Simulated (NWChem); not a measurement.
System: CH₅ClOSi; SMILES CO[SiH2]Cl

Here is an NWChem input.

```
start job
memory heap 200 mb stack 900 mb global 1100 mb
geometry units angstroms noautosym nocenter noautoz
  Si     0.878598    -0.078286     0.044305
  Cl    -0.493747    -1.628109    -0.042052
  O      0.188385     1.329244    -0.462508
  C     -0.911537     1.965702     0.134834
  H      1.991848    -0.364940    -0.888662
  H      1.323014     0.016069     1.463371
  H     -0.709633     2.233208     1.187948
  H     -1.122854     2.891567    -0.419808
  H     -1.812678     1.329125     0.105089
end
basis spherical
  * library def2-svp
end
dft
  xc pbe0
  iterations 150
end
cosmo
  do_cosmo_smd true
  solvent dcm
end
task dft energy
```

Parts of the log:

```
             Northwest Computational Chemistry Package (NWChem) 7.3.0
             --------------------------------------------------------

                             Geometry "geometry" -> ""
                             -------------------------

 Output coordinates in angstroms (scale by  1.889725989 to convert to a.u.)

  No.       Tag          Charge          X              Y              Z
 ---- ---------------- ---------- -------------- -------------- --------------
    1 Si                  14.0000     0.87859800    -0.07828600     0.04430500
    2 Cl                  17.0000    -0.49374700    -1.62810900    -0.04205200
    3 O                    8.0000     0.18838500     1.32924400    -0.46250800
    4 C                    6.0000    -0.91153700     1.96570200     0.13483400
    5 H                    1.0000     1.99184800    -0.36494000    -0.88866200
    6 H                    1.0000     1.32301400     0.01606900     1.46337100
    7 H                    1.0000    -0.70963300     2.23320800     1.18794800
    8 H                    1.0000    -1.12285400     2.89156700    -0.41980800
    9 H                    1.0000    -1.81267800     1.32912500     0.10508900

 Effective nuclear repulsion energy (a.u.)     221.4812682789

                                 NWChem DFT Module
                                 -----------------

 Summary of "ao basis" -> "ao basis" (spherical)
 ------------------------------------------------------------------------------
       Tag                 Description            Shells   Functions and Types
 ---------------- ------------------------------  ------  ---------------------
 Si                         def2-svp                 8       18   4s3p1d
 Cl                         def2-svp                 8       18   4s3p1d
 O                          def2-svp                 6       14   3s2p1d
 C                          def2-svp                 6       14   3s2p1d
 H                          def2-svp                 3        5   2s1p

 in cosmo_initialize ...
 calling solv_data for solv:dcm

 solvent parameters
 solvname_short: dcm
 solvname_long:  dichloromethane
 dielec:        8.9300
 dielecinf:     2.0283
 nonaqueous SMD model solvent descriptors
 dielec:        8.9300
 sola:          0.1000
 solb:          0.0500
 solc:          0.0000
 solg:         39.1500
 solh:          0.6670
 soln:          1.4242

          ---------------
          -cosmo- solvent
          ---------------
 Cosmo: York-Karplus, doi: 10.1021/jp992097l
 dielectric constant -eps-     =   8.93
 screen = (eps-1)/(eps    )    =   0.88802
 surface charge correction     = lagrangian

   van der Waals surface
 --------------------------

 ---------- ATOMIC COORDINATES (A.U.) ------------ VDWR(ANG.) --
     1    1.66030947   -0.14793909    0.08372431     2.470
     2   -0.93304654   -3.07667989   -0.07946676     2.380
     3    0.35599603    2.51190693   -0.87401339     2.114
     4   -1.72255516    3.71463816    0.25479931     1.850
     5    3.76404693   -0.68963660   -1.67932768     1.200
     6    2.50013394    0.03036601    2.76537021     1.200
     7   -1.34101192    4.22015120    2.24489621     1.200
     8   -2.12188639    5.46426931   -0.79332209     1.200
     9   -3.42546473    2.51168205    0.19858941     1.200
 number of segments per atom =        128
 number of   points per atom =        128
 atom (   nspa,  nppa )
 ----------------------
    1 (     66,     0 )       0
    2 (     91,     0 )       0
    3 (     52,     0 )       0
    4 (     41,     0 )       0
    5 (     33,     0 )       0
    6 (     31,     0 )       0
    7 (     51,     0 )       0
    8 (     53,     0 )       0
    9 (     50,     0 )       0
 number of -cosmo- surface points =      468
 molecular surface =    134.679 angstrom**2
 molecular volume  =    129.696 angstrom**3
 -lineq- algorithm             =   0
 -bem- low  level              =   3
 -bem- from -octahedral-
 gaussian surface charge width =   4.50000
 degree of switching           =   1.00000
 switching function tolerance  =   0.00010
 atomic radii =
 --------------
    1 14.000  2.470
    2 17.000  2.380
    3  8.000  2.114
    4  6.000  1.850
    5  1.000  1.200
    6  1.000  1.200
    7  1.000  1.200
    8  1.000  1.200
    9  1.000  1.200
 ...... end of -cosmo- initialization ......

 nat:                     9
 ixmem:                  4523
 calling mnsol_interface()
 G(SMD-CDS) energy (kcal/mol)  =    -0.896
 SMD-CDS SASA (angstrom**2)    =   144.347

            General Information
            -------------------
          SCF calculation type: DFT
          Wavefunction type:  closed shell.
          No. of atoms     :     9
          No. of electrons :    50
           Alpha electrons :    25
            Beta electrons :    25
          Charge           :     0
          Spin multiplicity:     1
          Use of symmetry is: off; symmetry adaption is: off
          Maximum number of iterations: 150
          AO basis - number of functions:    89
                     number of shells:    43
          Convergence on energy requested:  1.00D-06
          Convergence on density requested:  1.00D-05
          Convergence on gradient requested:  5.00D-04

              XC Information
              --------------
                         PBE0 Method XC Functional
                     Hartree-Fock (Exact) Exchange  0.250
          PerdewBurkeErnzerhof Exchange Functional  0.750
            Perdew 1991 LDA Correlation Functional  1.000 local
           PerdewBurkeErnz. Correlation Functional  1.000 non-local

             Grid Information
             ----------------
          Grid used for XC integration:  medium
          Radial quadrature: Mura-Knowles
          Angular quadrature: Lebedev.
          Tag              B.-S. Rad. Rad. Pts. Rad. Cut. Ang. Pts.
          ---              ---------- --------- --------- ---------
          Si                  1.10       88          10.0       590
          Cl                  1.00       88          12.0       590
          O                   0.60       49           8.0       434
          C                   0.70       49          10.0       434
          H                   0.35       45          11.0       434
          Grid pruning is: on
          Number of quadrature shells:   499
          Spatial weights used:  Erf1

      Superposition of Atomic Density Guess
      -------------------------------------

 Sum of atomic energies:        -862.87442297

      Non-variational initial energy
      ------------------------------

 Total energy =    -864.383850
 1-e energy   =   -1632.170739
 2-e energy   =     546.305621
 HOMO         =      -0.371034
 LUMO         =       0.078822

   convergence    iter        energy       DeltaE   RMS-Dens  Diis-err
 ---------------- ----- ----------------- --------- --------- ---------
     COSMO gas phase
 d= 0,ls=0.0,diis     1   -865.3104284041 -1.09D+03  1.19D-02  5.42D-01
 d= 0,ls=0.0,diis     2   -865.2969243939  1.35D-02  6.43D-03  7.46D-01
 d= 0,ls=0.0,diis     3   -865.3717122284 -7.48D-02  1.57D-03  3.18D-02
 d= 0,ls=0.0,diis     4   -865.3740616448 -2.35D-03  6.75D-04  4.80D-03
 d= 0,ls=0.0,diis     5   -865.3747040756 -6.42D-04  8.66D-05  5.09D-05
  Resetting Diis
 d= 0,ls=0.0,diis     6   -865.3747103755 -6.30D-06  1.82D-05  1.90D-06
 d= 0,ls=0.0,diis     7   -865.3747106143 -2.39D-07  4.83D-06  7.23D-08

   convergence    iter        energy       DeltaE   RMS-Dens  Diis-err
 ---------------- ----- ----------------- --------- --------- ---------
     COSMO solvation phase
 d= 0,ls=0.0,diis     1   -865.3791288738 -4.42D-03  8.31D-04  9.07D-04
 d= 0,ls=0.0,diis     2   -865.3793756653 -2.47D-04  2.13D-04  3.20D-04
 d= 0,ls=0.0,diis     3   -865.3794040389 -2.84D-05  7.97D-05  1.13D-04
 d= 0,ls=0.0,diis     4   -865.3794143006 -1.03D-05  2.72D-05  8.41D-06
 d= 0,ls=0.0,diis     5   -865.3794151058 -8.05D-07  8.63D-06  6.42D-07

         Total DFT energy =     -865.379415105838
      One electron energy =    -1635.055143415170
           Coulomb energy =      612.900569331042
    Exchange-Corr. energy =      -64.697051515598
 Nuclear repulsion energy =      221.481268278922

             COSMO energy =       -0.009057785032

 Numeric. integr. density =       49.999989076570

                                COSMO-SMD solvation results
                                ---------------------------

             internal energy in gas <Psi(g)|H|Psi(g)> =      -865.374710614342
         internal energy in solvent <Psi(s)|H|Psi(s)> =      -865.374383429430
                               delta internal energy  =         0.000327184912 (    0.21 kcal/mol)
   total free energy in solvent <Psi(s)|H+V/2|Psi(s)> =      -865.377987050831
 polarization energy contribution <Psi(s)|V/2|Psi(s)> =        -0.003603621400 (   -2.26 kcal/mol)
    total free energy in solvent including G(SMD-CDS) =      -865.379415105838
                       G(SMD-CDS) energy contribution =        -0.001428055007 (   -0.90 kcal/mol)
     1 M fixed-concentration free energy of solvation =        -0.004704491495 (   -2.95 kcal/mol)

                       DFT Final Molecular Orbital Analysis
                       ------------------------------------

 Vector   23  Occ=2.000000D+00  E=-3.331119D-01
              MO Center= -2.2D-01, -3.4D-01, -1.5D-01, r^2= 4.1D+00
   Bfn.  Coefficient  Atom+Function         Bfn.  Coefficient  Atom+Function
  ----- ------------  ---------------      ----- ------------  ---------------
    31     -0.308862  2 Cl pz                29      0.295674  2 Cl px
    30     -0.268682  2 Cl py                42      0.239196  3 O  pz
    28     -0.219492  2 Cl pz                26      0.211951  2 Cl px
    27     -0.197330  2 Cl py                45      0.186451  3 O  pz
    41     -0.168893  3 O  py                80      0.153876  8 H  s

 Vector   24  Occ=2.000000D+00  E=-3.189585D-01
              MO Center=  3.0D-03,  1.1D-01, -7.9D-02, r^2= 4.2D+00
   Bfn.  Coefficient  Atom+Function         Bfn.  Coefficient  Atom+Function
  ----- ------------  ---------------      ----- ------------  ---------------
    31      0.383986  2 Cl pz                28      0.277726  2 Cl pz
    41     -0.264210  3 O  py                44     -0.194824  3 O  py
    40     -0.189945  3 O  px                70     -0.174304  6 H  s
    25      0.161429  2 Cl pz                85     -0.157128  9 H  s
    65      0.152626  5 H  s                 43     -0.147486  3 O  px

 Vector   25  Occ=2.000000D+00  E=-3.073713D-01
              MO Center=  1.7D-02,  1.1D+00,  1.7D-02, r^2= 2.8D+00
   Bfn.  Coefficient  Atom+Function         Bfn.  Coefficient  Atom+Function
  ----- ------------  ---------------      ----- ------------  ---------------
    42      0.362611  3 O  pz                45      0.277951  3 O  pz
    40      0.270190  3 O  px                75     -0.214743  7 H  s
    43      0.209946  3 O  px                41      0.197633  3 O  py
    70     -0.180260  6 H  s                 71     -0.173957  6 H  s
    85      0.171635  9 H  s                 30      0.153982  2 Cl py

 Vector   26  Occ=0.000000D+00  E= 3.627747D-02
              MO Center=  1.0D+00, -1.4D-01,  1.6D-01, r^2= 3.7D+00
   Bfn.  Coefficient  Atom+Function         Bfn.  Coefficient  Atom+Function
  ----- ------------  ---------------      ----- ------------  ---------------
    12      1.104960  1 Si py                39     -0.553029  3 O  s
    29      0.403076  2 Cl px                22      0.388021  2 Cl s
    66      0.309749  5 H  s                 53     -0.302506  4 C  s
    76      0.279980  7 H  s                  9      0.277852  1 Si py
    71      0.251645  6 H  s                  3     -0.220142  1 Si s

 Vector   27  Occ=0.000000D+00  E= 4.910920D-02
              MO Center=  3.4D-01, -5.1D-02,  3.3D-02, r^2= 3.7D+00
   Bfn.  Coefficient  Atom+Function         Bfn.  Coefficient  Atom+Function
  ----- ------------  ---------------      ----- ------------  ---------------
    11      1.087980  1 Si px                53      0.548314  4 C  s
    30      0.494417  2 Cl py                22      0.456940  2 Cl s
    39      0.360990  3 O  s                 66     -0.317765  5 H  s
    86     -0.297325  9 H  s                  4     -0.292360  1 Si s
     8      0.258328  1 Si px                 3     -0.244067  1 Si s

 Vector   28  Occ=0.000000D+00  E= 8.446378D-02
              MO Center=  7.6D-01,  3.7D-01, -6.2D-02, r^2= 6.0D+00
   Bfn.  Coefficient  Atom+Function         Bfn.  Coefficient  Atom+Function
  ----- ------------  ---------------      ----- ------------  ---------------
    66     -1.180482  5 H  s                 53      1.167857  4 C  s
     3      0.911753  1 Si s                  4      0.788139  1 Si s
    81     -0.583043  8 H  s                 39     -0.539862  3 O  s
    11      0.528988  1 Si px                76     -0.510466  7 H  s
    71     -0.500277  6 H  s                 86     -0.381801  9 H  s

     Multipole analysis of the density
     ---------------------------------

     L   x y z        total         alpha         beta         nuclear
     -   - - -        -----         -----         ----         -------
     0   0 0 0     -0.000000    -25.000000    -25.000000     50.000000

     1   1 0 0      0.004454      0.366729      0.366729     -0.729003
     1   0 1 0      0.584190      0.519490      0.519490     -0.454789
     1   0 0 1      0.412034      1.658967      1.658967     -2.905900

     2   2 0 0    -27.281091    -68.971976    -68.971976    110.662860
     2   1 1 0     -2.407515      5.922588      5.922588    -14.252691
     2   1 0 1      0.070606      1.700615      1.700615     -3.330623
     2   0 2 0    -28.901996   -188.925659   -188.925659    348.949323
     2   0 1 1      1.161892      1.091867      1.091867     -1.021842
     2   0 0 2    -29.351099    -26.116546    -26.116546     22.881993
```

Level: PBE0/def2-SVP, SMD on the gas-phase geometry. Coordinates come from a PBE0/def2-SVP optimisation. Solvent: dichloromethane.
